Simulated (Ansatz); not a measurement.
**Question.** Name a neutral molecule of C, Ga and H with size of the dipole moment (B3LYP/def2-TZVPP) between 0.00 and 0.30 D and HOMO–LUMO gap (B3LYP/def2-TZVPP) between 5.40 and 5.70 eV (Ansatz, PBE0-D4/def2-TZVP geometry).

**Answer.** `C#[C][Ga]([C]#C)[C]#C` (0.00 D, 5.49 eV); `C#[C][GaH2]` (0.22 D, 5.46 eV). Other molecules can fit too; these were computed, each in one conformer that needn't be the lowest.

B3LYP here is the variant with VWN-RPA as its local correlation; programs differ in this.
